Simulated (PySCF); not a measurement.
O3Te, SMILES O=[Te+2]([O-])[O-]. Heavy atoms are numbered as in [Te+2:1]([O-:2])(=[O:3])[O-:4].

Coordinates come from a PBE-D3(BJ)/def2-SVP optimisation. The def2 effective core potentials stand for the cores of Te; spin–orbit coupling is left out.

Level of theory: PySCF with PBE0/def2-TZVPD.

Mulliken values depend strongly on the basis, most of all with diffuse functions as here. ESP charges are fitted to the potential on shells at 1.4 to 2.0 van der Waals radii. Atomic charges (e), one atom of each kind:

| atom | ESP fit | Mulliken |
|---|---|---|
| Te1 | [?] | 1.47 |
| O2 | [?] | -0.49 |

Problem. Some entries are withheld; supply them. (An estimate is asked for; the answer gives what the named calculation found.)

Solution. 
- Te1, ESP fit: 1.21
- O2, ESP fit: -0.40
